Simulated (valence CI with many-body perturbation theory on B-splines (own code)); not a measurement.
**Tm⁴⁷⁺: what the settings do**

Calculated by configuration interaction combined with many-body perturbation theory (CI+MBPT): four valence electrons over a frozen Dirac-Fock core [Ar], a basis of 6 s, 6 p, 5 d, 5 f, 1 g functions for each j, with the one-electron correlation potential Σ1, the two-electron term Σ2, the three-electron term Σ3, Breit, model QED; selected CI, second order for the rest, scaled by the run's own slope (own B-spline code, finite nucleus).

The last digits are not significant, and no measured levels were compared; by estimate large intervals hold to a few tenths of a per cent, small ones and those within an open d or f shell to about a per cent. Only levels of the ground parity were solved; by the run's estimate the other parity begins above the list, which can be wrong where configurations are misplaced.

The reference run has the lowest level (3d3/2^4) J=0 and an ionisation energy of 4075.99 eV. Its largest variational space holds 8003 state functions.

Levels are named by their leading jj configuration (3d3/2^4 stands for four electrons in 3d with j = 3/2), which in mixed levels can hold well under half, so a name can repeat and another be missing. Letters in brackets count levels of one name in rising energy.

Changed runs:
A. correlating orbitals by l 3 3 3 3 1 → 5 1 5 4 1; Breit term on → off
B. factor on the speed of light 1 → 100; QED terms on → off
C. orbitals per symmetry with explicit Σ2 and valence Breit (the others get mean screening factors) 5 → 4
D. box radius (bohr) 2.3877 → 0.45 (bad on purpose)

Excitation energies of the reference run in cm⁻¹, and shifts in cm⁻¹:

| Level | Reference | A | C | D |
| --- | --- | --- | --- | --- |
| (3d3/2^3 3d5/2) J=1 | 355296 | +10857 | -37 |  |
| (3d3/2^3 3d5/2) J=4 | 445153 | +21124 | -23 |  |
| (3d3/2^3 3d5/2) J=2 | 460944 | +15819 | -24 |  |
| (3d3/2^3 3d5/2) J=3 | 487941 | +16541 | -8.3 |  |
| (3d3/2^2 3d5/2^2) J=0 [a] | 775576 | +19790 | -28 |  |
| (3d3/2^2 3d5/2^2) J=2 [a] | 785275 | +21843 | -27 |  |
| (3d3/2^2 3d5/2^2) J=4 [a] | 796970 | +30159 | -50 |  |
| (3d3/2^2 3d5/2^2) J=3 [a] | 811767 | +25819 | -40 |  |
| (3d3/2^2 3d5/2^2) J=5 | 841484 | +34995 | -43 |  |
| (3d3/2^2 3d5/2^2) J=6 | 863240 | +41828 | -48 |  |
| (3d3/2^2 3d5/2^2) J=1 | 874445 | +23921 | -15 |  |
| (3d3/2^2 3d5/2^2) J=3 [b] | 902902 | +28498 | -11 |  |
| Ionisation energy (eV) | 4075.99 | +3.68 | -0.0027 | -38.51 |

A blank means that the level has no clear partner in that run.

Run B ends with another lowest level, (3d3/2^2 3d5/2^2) J=0, and an ionisation energy of 4045.69 eV.
